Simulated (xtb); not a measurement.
CH3Zn (SMILES [CH3][Zn+]), charge +1, singlet, from a rough starting geometry (GFN-xTB shapes and energies of metal compounds can be far from the true ones); GFN2-xTB (xtb).

xtb was given this input:
```
$ xtb mol.xyz --gfn 2 --chrg 1 --opt vtight --json

# file mol.xyz
5

Zn    -1.31792636    -0.75717524    -0.94984955
C      0.10287205     0.06241693     0.14536138
H      0.65574435    -0.77660428     0.66024737
H     -0.36808975     0.70945205     0.79260847
H      0.79539350     0.61644949    -0.56976147
```

It wrote (shortened):

```
   ID    Z sym.   atoms
    1   30 Zn     1
    2    6 C      2
    3    1 H      3-5

           -------------------------------------------------
          |                Calculation Setup                |
           -------------------------------------------------

           -------------------------------------------------
          |                 G F N 2 - x T B                 |
           -------------------------------------------------

          ...................................................
          :                      SETUP                      :
          :.................................................:
          :  # basis functions                  11          :
          :  # atomic orbitals                  11          :
          :  # shells                            7          :
          :  # electrons                         8          :
          :  max. iterations                   250          :
          :  Hamiltonian                  GFN2-xTB          :
          :  restarted?                      false          :
          :  GBSA solvation                  false          :
          :  PC potential                    false          :
          :  electronic temp.          300.0000000     K    :
          :  accuracy                    1.0000000          :
          :  -> integral cutoff          0.2500000E+02      :
          :  -> integral neglect         0.1000000E-07      :
          :  -> SCF convergence          0.1000000E-05 Eh   :
          :  -> wf. convergence          0.1000000E-03 e    :
          :  Broyden damping             0.4000000          :
          :  net charge                          1          :
          :  unpaired electrons                  0          :
          ...................................................

 iter      E             dE          RMSdq      gap      omega  full diag
   1     -3.5966616 -0.359666E+01  0.123E+01    3.74       0.0  T
   2     -3.2768165  0.319845E+00  0.702E+00    4.70       1.0  T
   3     -3.5206515 -0.243835E+00  0.908E+00    3.52       1.0  T
   4     -3.7333175 -0.212666E+00  0.214E+00    3.77       1.0  T
   5     -3.7444787 -0.111613E-01  0.173E+00    3.83       1.0  T
   6     -3.7524490 -0.797022E-02  0.133E+00    3.89       1.0  T
   7     -3.7630004 -0.105515E-01  0.235E-01    4.08       1.0  T
   8     -3.7633333 -0.332936E-03  0.414E-02    4.08       1.1  T
   9     -3.7633413 -0.793585E-05  0.223E-02    4.09       2.0  T
  10     -3.7633445 -0.324739E-05  0.216E-03    4.09      20.7  T
  11     -3.7633445 -0.184837E-09  0.125E-03    4.09      35.7  T
  12     -3.7633445 -0.111611E-07  0.129E-04    4.09     346.2  T
  13     -3.7633445 -0.441363E-10  0.142E-04    4.09     315.2  T

   *** convergence criteria satisfied after 13 iterations ***

         :::::::::::::::::::::::::::::::::::::::::::::::::::::
         ::                     SUMMARY                     ::
         :::::::::::::::::::::::::::::::::::::::::::::::::::::
         :: total energy              -3.708213001565 Eh    ::
         :: gradient norm              0.081533472244 Eh/a0 ::
         :: HOMO-LUMO gap              4.088681719331 eV    ::
         ::.................................................::
         :: SCC energy                -3.763344490054 Eh    ::
         :: -> isotropic ES            0.166794071848 Eh    ::
         :: -> anisotropic ES         -0.015129727154 Eh    ::
         :: -> anisotropic XC          0.004410298518 Eh    ::
         :: -> dispersion             -0.001159022117 Eh    ::
         :: repulsion energy           0.055131488489 Eh    ::
         :: add. restraining           0.000000000000 Eh    ::
         :: total charge               1.000000000000 e     ::
         :::::::::::::::::::::::::::::::::::::::::::::::::::::

      -----------------------------------------------------------
     |                   =====================                   |
[...]
 * total energy  :    -3.7082130 Eh     change       -0.6924461E-10 Eh
 * total energy  :    -3.7121507 Eh     change       -0.3937678E-02 Eh
 * total energy  :    -3.7125598 Eh     change       -0.4091364E-03 Eh
 * total energy  :    -3.7125797 Eh     change       -0.1991149E-04 Eh
 * total energy  :    -3.7125832 Eh     change       -0.3510910E-05 Eh
 * total energy  :    -3.7125837 Eh     change       -0.5086946E-06 Eh
 * total energy  :    -3.7125838 Eh     change       -0.2759058E-07 Eh
   *** GEOMETRY OPTIMIZATION CONVERGED AFTER 7 ITERATIONS ***
         :: total energy              -3.712583775075 Eh    ::
[...]
         :: -> isotropic ES            0.166250592364 Eh    ::
         :: -> anisotropic ES         -0.015130891943 Eh    ::
         :: -> anisotropic XC          0.004556052255 Eh    ::
         :: -> dispersion             -0.001165688185 Eh    ::
         :: repulsion energy           0.052746845726 Eh    ::
         :: add. restraining           0.000000000000 Eh    ::
         :: total charge               1.000000000000 e     ::
         :::::::::::::::::::::::::::::::::::::::::::::::::::::

           -------------------------------------------------
          |                Property Printout                |
           -------------------------------------------------

    * Orbital Energies and Occupations

         #    Occupation            Energy/Eh            Energy/eV
      -------------------------------------------------------------
         1        2.0000           -0.8601921             -23.4070
         2        2.0000           -0.7447742             -20.2663
         3        2.0000           -0.7447673             -20.2661
         4        2.0000           -0.7384788             -20.0950 (HOMO)
         5                         -0.5911484             -16.0860 (LUMO)
         6                         -0.3700049             -10.0683
         7                         -0.3699978             -10.0682
         8                         -0.1867739              -5.0824
         9                         -0.0304209              -0.8278
        10                         -0.0303780              -0.8266
        11                          0.0677956               1.8448
      -------------------------------------------------------------
                  HL-Gap            0.1473305 Eh            4.0091 eV
             Fermi-level           -0.6648136 Eh          -18.0905 eV

     #   Z          covCN         q      C6AA      α(0)
     1  30 Zn       0.834     0.460   257.248    37.340
     2   6 C        3.606    -0.098    22.966     6.925
     3   1 H        0.924     0.213     1.037     1.592
     4   1 H        0.924     0.213     1.037     1.592
     5   1 H        0.924     0.213     1.037     1.592

 Mol. C6AA /au·bohr⁶  :        551.593071
 Mol. C8AA /au·bohr⁸  :      30891.965131
 Mol. α(0) /au        :         49.042092

Wiberg/Mayer (AO) data.
largest (>0.10) Wiberg bond orders for each atom

 ---------------------------------------------------------------------------
     #   Z sym  total        # sym  WBO       # sym  WBO       # sym  WBO
 ---------------------------------------------------------------------------
     1  30 Zn   1.235 --     2 C    1.090
     2   6 C    3.806 --     1 Zn   1.090     5 H    0.906     4 H    0.906
                             3 H    0.906
     3   1 H    0.955 --     2 C    0.906
     4   1 H    0.955 --     2 C    0.906
     5   1 H    0.955 --     2 C    0.906
 ---------------------------------------------------------------------------

Topologies differ in total number of bonds
Writing topology from bond orders to xtbtopo.mol

molecular dipole:
                 x           y           z       tot (Debye)
 q only:       -0.744      -0.456      -0.500
   full:       -1.304      -0.779      -0.926       4.522
molecular quadrupole (traceless):
                xx          xy          yy          xz          yz          zz
 q only:        1.333       2.116      -1.044       2.682       1.567      -0.289
  q+dip:        2.569       4.077      -2.022       5.184       3.028      -0.547
   full:        2.260       3.585      -1.762       4.535       2.654      -0.498

optimized geometry written to: xtbopt.xyz

           -------------------------------------------------
          | TOTAL ENERGY               -3.712583775075 Eh   |
          | GRADIENT NORM               0.000079538319 Eh/α |
          | HOMO-LUMO GAP               4.009066301390 eV   |
           -------------------------------------------------

normal termination of xtb
```
